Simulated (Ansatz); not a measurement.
Basis-set extrapolation for `C1O[SiH2]O[SiH2]1` (PBE0-D4/def2-TZVP geometry, frozen core, Ansatz). Multiplicity 1, RHF reference.

```
                      def2-TZVPP   def2-QZVPP
                 HF  -769.186903  -769.215217
    MP2 correlation    -0.871652    -0.939402
CCSD(T) correlation    -0.945670      not run
```

Energies in hartree. Use E(X) = E(∞) + A·exp(−7.88·√X) for Hartree–Fock and E(X) = E(∞) + B·X^(−2.97) for correlation, with X = 3 and 4, and add CCSD(T) minus MP2 of the smaller set to the MP2 limit.

Q: What is the CCSD(T) energy at the basis-set limit?

A: HF limit: -769.215217 + (-0.028314) × 0.13774 = -769.21912. MP2 limit: -0.939402 + (-0.067750) × 0.74074 = -0.98959. Higher-order term: -0.945670 − (-0.871652) = -0.07402. Total: -770.28273 hartree, 394.2 kJ/mol below CCSD(T)/def2-TZVPP.
